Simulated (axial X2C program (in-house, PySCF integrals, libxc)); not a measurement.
Outer orbitals of HgH⁺ at 1.598 Å, PBE0

Computed with an axial X2C code built on PySCF integrals. Spin-free means the one-electron spin-free X2C Hamiltonian; two-component (2c) means X2C with spin–orbit coupling and atomic mean-field two-electron Coulomb and Gaunt terms, so the difference of the two also holds small scalar two-electron terms. Basis: Hg dyall-cv3z [13s14p9d6f4g], H dyall-v3z [6s2p1d] (cores contracted in-house); Gaussian nuclei, density fitting, unrestricted open shells. Masses: Hg 201.971 u, H 1.008 u.

The distance is close to the 2c PBE0 minimum; the highest filled and lowest empty levels are listed.

Spin-free orbitals, state M_S = 0, Λ = 0 (closed shell) (Löwdin shares):

| symmetry | occupied | ε (eV) | atomic character |
| --- | --- | --- | --- |
| σα | yes | -22.11 | 79% Hg d, 16% H s, 2% Hg s |
| π+α | yes | -20.80 | 98% Hg d |
| π-α | yes | -20.80 | 98% Hg d |
| δ-α | yes | -20.45 | 100% Hg d |
| δ+α | yes | -20.45 | 100% Hg d |
| σα | yes | -16.90 | 50% Hg s, 32% H s, 14% Hg d |
| σα | no | -10.28 | 47% Hg p, 27% Hg s, 18% H s |
| π+α | no | -6.60 | 96% Hg p, 4% H p |
| π-α | no | -6.60 | 96% Hg p, 4% H p |
| σα | no | -3.07 | 36% Hg s, 20% Hg p, 18% H s |

One partner of each degenerate Kramers or spin pair is listed.

Spinors with spin–orbit coupling (state Ω = 0):

```
  ω  occupied  ε (eV)             atomic character     λ mixture
1/2       yes  -22.63            86% Hg d, 10% H s  74% σ, 26% π
3/2       yes  -21.70                    100% Hg d  73% δ, 27% π
1/2       yes  -20.79             90% Hg d, 7% H s  74% π, 26% σ
3/2       yes  -20.02                     98% Hg d  73% π, 27% δ
5/2       yes  -19.75                    100% Hg d        100% δ
1/2       yes  -16.89  50% Hg s, 31% H s, 16% Hg d   99% σ, 1% π
1/2        no  -10.35  48% Hg p, 27% Hg s, 17% H s   98% σ, 2% π
1/2        no   -6.95             94% Hg p, 4% H p   98% π, 2% σ
3/2        no   -6.29             96% Hg p, 4% H p        100% π
1/2        no   -3.07  36% Hg s, 20% Hg p, 18% H s        100% σ
```

One partner of each degenerate Kramers or spin pair is listed.

Problem. How does the gap between the highest filled and lowest empty level change from the spin-free to the 2c table?

Solution. From 6.62 to 6.54 eV at PBE0, a change of -0.08 eV.

Mulliken charges and populations of the two-component result (they depend on the basis, above all on diffuse functions):

Hg 0.84 e (s 11.23 p 24.06 d 29.86 f 14.01), H 0.16 e (s 0.80 p 0.04 d 0.01).

The state is a single determinant with fixed occupations, the lowest that a limited PBE0 search found.
